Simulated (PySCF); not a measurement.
SiF₃I, SMILES F[Si](F)(F)I.

Geometry optimised at r2SCAN-D4/def2-SVP. The def2 effective core potentials stand for the cores of I; spin–orbit coupling is left out.

Computed with r2SCAN-D4/def2-SVP (PySCF).

Frequencies are harmonic and unscaled.

Modes within 1.5 cm⁻¹ of each other (mostly degenerate sets) share a row, with their intensities summed.

Computed harmonic wavenumbers and intensities:
```tsv
mode	ν (cm⁻¹)	IR (km/mol)	Raman (Å⁴/amu)	depolarisation	moving atoms (share of kinetic energy)
1–2	173	1.2	2.9	0.75	F 86 %, Si 9 %
3	239	7.3	4.6	0.31	F 62 %, I 35 %
4–5	311	38.0	2.1	0.75	F 80 %, Si 19 %
6	462	168.7	2.4	0.01	Si 55 %, F 40 %
7	843	235.8	5.1	0.01	F 71 %, Si 29 %
8–9	997	303.2	1.3	0.75	F 51 %, Si 49 %
```
